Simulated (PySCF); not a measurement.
Species: C₈H₁₁ (charge +1).
Atom-mapped SMILES: `[CH3:1][CH2:2][C:3]1=[CH:4][CH:5]=[CH:6][CH2:7][CH+:8]1` (hydrogens: H9, H10, H11 on C1; H12, H13 on C2; H14 on C4; H15 on C5; H16 on C6; H17, H18 on C7; H19 on C8)

The same species was optimised twice, with GFN2-xTB and with PBE0-D3(BJ)/def2-SVP (PySCF), and the same property calculations (PySCF, gas phase) were run on both structures.

| coordinate | GFN2-xTB | PBE0-D3(BJ)/def2-SVP | change |
| --- | --- | --- | --- |
| C4–C5 (Å) | 1.397 | 1.409 | +0.012 |
| C3=C4 (Å) | 1.406 | 1.417 | +0.011 |
| C2–C3 (Å) | 1.495 | 1.501 | +0.006 |
| C1–C2 (Å) | 1.533 | 1.527 | -0.006 |
| C7–C8 (Å) | 1.458 | 1.461 | +0.003 |
| C6–C7 (Å) | 1.457 | 1.459 | +0.002 |
| C5=C6 (Å) | 1.368 | 1.370 | +0.002 |
| C3–C8 (Å) | 1.376 | 1.378 | +0.002 |
| C1–C2–C3 (°) | 109.7 | 112.1 | +2.4 |
| C3–C4–C5 (°) | 122.6 | 124.2 | +1.6 |
| C4–C3–C8 (°) | 118.1 | 116.7 | -1.4 |
| C6–C7–C8 (°) | 116.5 | 117.7 | +1.2 |
| C2–C3–C8 (°) | 121.9 | 122.9 | +1.0 |
| C4–C5–C6 (°) | 120.1 | 119.1 | -1.0 |
| C5–C6–C7 (°) | 120.6 | 120.2 | -0.4 |
| C2–C3–C4 (°) | 120.0 | 120.3 | +0.3 |
| C1–C2–C3–C4 (°) | 82 | 79 | -3 |

Rotational constants: A = 4335, B = 1458, C = 1206 MHz (GFN2-xTB) against A = 4359, B = 1422, C = 1178 MHz (PBE0-D3(BJ)/def2-SVP). Point groups within 0.08 Å: C1 and C1.

On the GFN2-xTB structure: lowest singlet, TDDFT (eV) 3.83 [CAM-B3LYP/def2-SVPD]; lowest triplet, Tamm–Dancoff (eV) 2.11 [CAM-B3LYP/def2-SVPD]; isotropic polarisability (au) 86.9 [CAM-B3LYP/def2-SVPD]; HOMO (eV) -13.80 [CAM-B3LYP/def2-SVPD]; LUMO (eV) -7.21 [CAM-B3LYP/def2-SVPD]; HOMO (eV) -12.65 [PBE0/pcSseg-1]; LUMO (eV) -8.33 [PBE0/pcSseg-1]; GIAO shielding of C1 (ppm) 163.7 [PBE0/pcSseg-1]; GIAO shielding of C2 (ppm) 152.2 [PBE0/pcSseg-1]; GIAO shielding of C3 (ppm) 22.8 [PBE0/pcSseg-1]; GIAO shielding of C4 (ppm) 2.3 [PBE0/pcSseg-1]; GIAO shielding of C5 (ppm) 43.9 [PBE0/pcSseg-1]; GIAO shielding of C6 (ppm) -6.7 [PBE0/pcSseg-1]; GIAO shielding of C7 (ppm) 133.3 [PBE0/pcSseg-1]; GIAO shielding of C8 (ppm) -6.2 [PBE0/pcSseg-1].

What do these properties become on the PBE0-D3(BJ)/def2-SVP structure?

```json
{"property": "lowest singlet, TDDFT (eV)", "level": "CAM-B3LYP/def2-SVPD", "on GFN2-xTB": "3.83", "on PBE0-D3(BJ)/def2-SVP": "3.90", "change": "+0.07"}
{"property": "lowest triplet, Tamm–Dancoff (eV)", "level": "CAM-B3LYP/def2-SVPD", "on GFN2-xTB": "2.11", "on PBE0-D3(BJ)/def2-SVP": "2.19", "change": "+0.08"}
{"property": "isotropic polarisability (au)", "level": "CAM-B3LYP/def2-SVPD", "on GFN2-xTB": "86.9", "on PBE0-D3(BJ)/def2-SVP": "88.3", "change": "+1.4"}
{"property": "HOMO (eV)", "level": "CAM-B3LYP/def2-SVPD", "on GFN2-xTB": "-13.80", "on PBE0-D3(BJ)/def2-SVP": "-13.84", "change": "-0.04"}
{"property": "LUMO (eV)", "level": "CAM-B3LYP/def2-SVPD", "on GFN2-xTB": "-7.21", "on PBE0-D3(BJ)/def2-SVP": "-7.17", "change": "+0.04"}
{"property": "energy, GFN2-xTB geometry as zero (kcal/mol)", "level": "CAM-B3LYP/def2-SVPD", "on GFN2-xTB": "0.0", "on PBE0-D3(BJ)/def2-SVP": "-1.0", "change": "-1.0"}
{"property": "HOMO (eV)", "level": "PBE0/pcSseg-1", "on GFN2-xTB": "-12.65", "on PBE0-D3(BJ)/def2-SVP": "-12.69", "change": "-0.04"}
{"property": "LUMO (eV)", "level": "PBE0/pcSseg-1", "on GFN2-xTB": "-8.33", "on PBE0-D3(BJ)/def2-SVP": "-8.29", "change": "+0.04"}
{"property": "energy, GFN2-xTB geometry as zero (kcal/mol)", "level": "PBE0/pcSseg-1", "on GFN2-xTB": "0.0", "on PBE0-D3(BJ)/def2-SVP": "-0.7", "change": "-0.7"}
{"property": "GIAO shielding of C1 (ppm)", "level": "PBE0/pcSseg-1", "on GFN2-xTB": "163.7", "on PBE0-D3(BJ)/def2-SVP": "163.9", "change": "+0.2"}
{"property": "GIAO shielding of C2 (ppm)", "level": "PBE0/pcSseg-1", "on GFN2-xTB": "152.2", "on PBE0-D3(BJ)/def2-SVP": "151.4", "change": "-0.8"}
{"property": "GIAO shielding of C3 (ppm)", "level": "PBE0/pcSseg-1", "on GFN2-xTB": "22.8", "on PBE0-D3(BJ)/def2-SVP": "22.2", "change": "-0.6"}
{"property": "GIAO shielding of C4 (ppm)", "level": "PBE0/pcSseg-1", "on GFN2-xTB": "2.3", "on PBE0-D3(BJ)/def2-SVP": "-2.1", "change": "-4.4"}
{"property": "GIAO shielding of C5 (ppm)", "level": "PBE0/pcSseg-1", "on GFN2-xTB": "43.9", "on PBE0-D3(BJ)/def2-SVP": "42.1", "change": "-1.8"}
{"property": "GIAO shielding of C6 (ppm)", "level": "PBE0/pcSseg-1", "on GFN2-xTB": "-6.7", "on PBE0-D3(BJ)/def2-SVP": "-6.8", "change": "-0.1"}
{"property": "GIAO shielding of C7 (ppm)", "level": "PBE0/pcSseg-1", "on GFN2-xTB": "133.3", "on PBE0-D3(BJ)/def2-SVP": "132.4", "change": "-0.9"}
{"property": "GIAO shielding of C8 (ppm)", "level": "PBE0/pcSseg-1", "on GFN2-xTB": "-6.2", "on PBE0-D3(BJ)/def2-SVP": "-6.3", "change": "-0.1"}
```

The heavy atoms differ by 0.036 Å rms after alignment. Among bonds between heavy atoms C3=C4 and C4–C5 change most and about equally (+0.011 to +0.012 Å). Changes are differences of the printed values. Neither structure is proved a minimum here. Geometry: PBE0-D3(BJ)/def2-SVP, one conformer, isolated ion.

Conformer computed: `[CH3:1][CH2:2][C:3]1=[CH:4][CH:5]=[CH:6][CH2:7][CH+:8]1`: C1–C2–C3–C4 79°.
